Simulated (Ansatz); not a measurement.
Consider the substitution at a C–C bond: `NCC(O)O` + `[OH][InH2]` → `NC[O][InH2]` + `OCO`.

Program: Ansatz. Geometries: PBE0-D4/def2-TZVP. ΔE: electronic, gas phase. CBS: MP2 limit from def2 TZ/QZ plus the TZ coupled-cluster correction, frozen cores. This one scheme is used for every species. Functionals use def2-TZVPP. B3LYP here is the variant with VWN-RPA as its local correlation; programs differ in this. Elements past krypton have def2 core potentials. For In outer-core shells are correlated without core-valence functions, which leaves a few kJ/mol of doubt a bond. One conformer a species, not always the lowest.

| level | ΔE (kJ/mol) | difference from CCSD(T)/CBS |
| --- | --- | --- |
| PBE-D4 | 51.8 | -7.5 |
| r2SCAN-D4 | 55.1 | -4.2 |
| PBE0-D4 | 56.2 | -3.1 |
| B3LYP-D4 | 49.3 | -10.0 |
| ωB97X-V | 56.6 | -2.7 |
| ωB97M-V | 59.6 | 0.3 |
| PBE | 49.8 | -9.5 |
| r2SCAN | 54.7 | -4.6 |
| PBE0 | 54.8 | -4.5 |
| HF/def2-TZVPP | 44.2 | -15.1 |
| MP2/def2-TZVPP | 62.2 | 2.9 |
| SCS-MP2/def2-TZVPP | 56.5 | -2.8 |
| CCSD/def2-TZVPP | 56.5 | -2.8 |
| MP2/def2-QZVPP | 63.2 | 3.9 |
| MP2/CBS(def2) | 64.3 | 5.0 |
| CCSD/CBS(def2) | 58.6 | -0.7 |
| CCSD(T)/CBS | 59.3 | 0 |

Largest T1 diagnostic among the species: 0.017.

From PBE to PBE0 (25 % exact exchange), in def2-TZVPP and without D4, ΔE moves by +4.9 kJ/mol. In def2-TZVPP, CCSD(T) changes the Hartree–Fock value by +13.0 kJ/mol (the triples alone add +0.8 kJ/mol) and MP2 by +18.0 kJ/mol.

CCSD(T)/CBS has its own doubt, a few kJ/mol and more with outer-core shells, so smaller differences from it don't rank the levels.
